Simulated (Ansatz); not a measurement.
Relaxation of CH7BFNSi (12 atoms, charge 0, multiplicity 1), to a largest force component of 0.02 eV/Å in at most 40 steps.

Theory: UKS PBE/6-31G (Ansatz 0.2.0).

```xyz
12
Properties=species:S:1:pos:R:3:forces:R:3
C -1.392 0.867 0.239 -2.36 3.92 -1.16
N -0.593 0.125 1.122 1.38 -4.87 0.35
B 0.186 -0.895 0.308 -0.23 0.20 2.00
F 0.034 -2.298 0.482 -0.23 1.03 0.30
Si 1.717 -0.336 -0.801 0.04 0.44 0.75
H -0.823 1.531 -0.474 -0.04 -0.74 0.40
H -2.106 0.258 -0.344 -0.15 0.18 -0.21
H -2.013 1.634 0.822 0.43 -0.74 -0.57
H -1.217 -0.392 1.802 0.66 0.62 -0.18
H 1.837 1.138 -0.711 0.15 0.61 -0.15
H 1.476 -0.757 -2.150 0.03 -0.40 -1.61
H 2.973 -0.930 -0.261 0.33 -0.24 0.08
```

**Question.** Where does it end, and by what steps?

**Answer.** The run converged. Limits of this set-up: no polarisation functions. After 15 steps the energy has fallen by 1.350 eV; H7 moved furthest, 0.80 Å.

| step | energy less start (eV) | largest force component (eV/Å) | accepted |
| --- | --- | --- | --- |
| 0 | 0.0000 | 4.873 | yes |
| 1 | -0.7189 | 2.224 | yes |
| 2 | -1.0061 | 1.407 | yes |
| 3 | -1.2108 | 0.642 | yes |
| 4 | -1.3129 | 0.429 | yes |
| 5 | -1.3396 | 0.179 | yes |
| 6 | -1.3441 | 0.023 | yes |
| 7 | -1.3454 | 0.104 | yes |
| 8 | -1.3464 | 0.074 | yes |
| 9 | -1.3475 | 0.084 | yes |
| 10 | -1.3482 | 0.081 | yes |
| 11 | -1.3492 | 0.065 | yes |
| 12 | -1.3495 | 0.074 | yes |
| 13 | -1.3501 | 0.047 | yes |
| 14 | -1.3503 | 0.027 | yes |
| 15 | -1.3504 | 0.017 | yes |

```xyz
12
Properties=species:S:1:pos:R:3
C -1.401 1.037 0.341
N -0.974 -0.311 0.734
B 0.195 -0.999 0.368
F 0.344 -2.290 0.893
Si 1.693 -0.339 -0.838
H -0.640 1.487 -0.312
H -2.357 1.011 -0.211
H -1.528 1.690 1.223
H -1.628 -0.799 1.353
H 1.528 1.085 -1.342
H 1.821 -1.227 -2.062
H 3.025 -0.400 -0.113
```

Time of the run: 84 s on 1 CPU thread of a shared host.
